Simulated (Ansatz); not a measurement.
Relaxation of C₂H₄ClNSi (9 atoms, charge 0, multiplicity 1), to a largest force component of 0.015 eV/Å in at most 40 steps.

The calculation used RKS PBE-D4/def2-mTZVP (Ansatz).

```xyz
9
Properties=species:S:1:pos:R:3:forces:R:3
N -0.431 0.447 -1.869 -1.80 1.95 -3.32
C -0.154 0.077 -0.713 -2.07 2.77 -2.16
Si 0.882 -1.094 -0.091 4.26 -3.14 2.26
C -0.601 0.571 0.493 -1.20 -1.44 4.62
Cl 0.335 1.670 1.482 0.20 1.13 0.15
H -1.173 1.265 -1.812 1.36 -1.35 -0.09
H 2.124 -0.647 0.713 -0.64 -0.14 -0.57
H 0.335 -2.257 0.585 -0.50 -0.61 0.21
H -1.230 -0.078 1.196 0.38 0.83 -1.11
```

Question: Where does it end, and by what steps?

Answer: The forces met the threshold. After 14 steps the energy has fallen by 2.007 eV; H7 moved furthest, 0.61 Å.

```csv
step,energy less start (eV),largest force component (eV/Å),accepted
0,0.0000,4.616,yes
1,-0.8723,2.145,yes
2,-1.2261,1.267,yes
3,-1.4278,1.225,yes
4,-1.7465,1.334,yes
5,-1.8518,1.264,yes
6,-1.7832,1.535,no
7,-1.9969,0.261,yes
8,-2.0042,0.081,yes
9,-2.0055,0.096,yes
10,-2.0053,0.091,no
11,-2.0065,0.024,yes
12,-2.0068,0.031,yes
13,-2.0069,0.018,yes
14,-2.0069,0.006,yes
```

```xyz
9
Properties=species:S:1:pos:R:3
N -0.409 0.591 -1.886
C -0.297 0.029 -0.753
Si 0.802 -1.105 0.264
C -0.407 0.325 0.699
Cl -0.144 1.989 1.334
H -0.848 1.528 -1.778
H 2.264 -0.841 0.153
H 0.436 -2.452 0.793
H -1.307 -0.111 1.157
```

Time of the run: 61 s on 2 threads of Arm Neoverse N1, on a shared host, peak memory 0.15 GiB.
